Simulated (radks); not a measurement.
Problem. S+, configuration [Ne] 3s2 3p3 (the NIST ground configuration). All-electron calculation, non-relativistic Kohn-Sham, r2SCAN, spin-polarised, spherical densities, point nucleus; open shells are filled with parallel spins first; meta-GGA in the generalised Kohn-Sham scheme. Program: a radial shooting solver on a logarithmic mesh with Libxc functionals. Some entries of the table are withheld. Estimate them.

orbital,occ.,eigenvalue (eV),<r^2> (bohr^2),r(max) (bohr)
1s up,1,-2422.666,0.01273,0.06374
1s down,1,-2422.033,0.01273,0.06373
2s up,1,(1),0.2729,0.3892
2s down,1,(2),0.2727,0.3896
2p up,3,-170.9027,0.2443,0.3265
2p down,3,-170.1692,0.2440,0.3272
3s up,1,-29.8536,3.103,1.400
3s down,1,-25.2407,3.202,1.397
3p up,3,-18.4723,4.068,1.546
3p down,0,-14.1569,4.304,1.557

Solution. 
(1) 2s up eigenvalue (eV): -226.7133
(2) 2s down eigenvalue (eV): -226.3479
